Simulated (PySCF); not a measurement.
All values below come from PySCF 2.14.0 with B3LYP-D3(BJ)/def2-TZVP // r2SCAN-D4/def2-SVP. All species are isolated molecules in the gas phase. One relaxed conformer stands for a flexible species; it need not be the lowest. B3LYP has the VWN-RPA correlation part, as in Gaussian. 

Reference species: [Zn(OH)(SH)] (neutral, multiplicity 1).

The LUMO is -1.35 eV. The charge on the central atom (Mulliken) is 0.50 e.

Changed species: [Zn(OH)2] (0 of 2 OH replaced by SH; the reference has 1 of 2 OH replaced by SH).

**Question.** Predict the effect on the LUMO and charge on the central atom (Mulliken).

**Answer.** the LUMO falls by 0.06 eV, to -1.41 eV; the charge on the central atom (Mulliken) rises by 0.12 e, to 0.62 e.
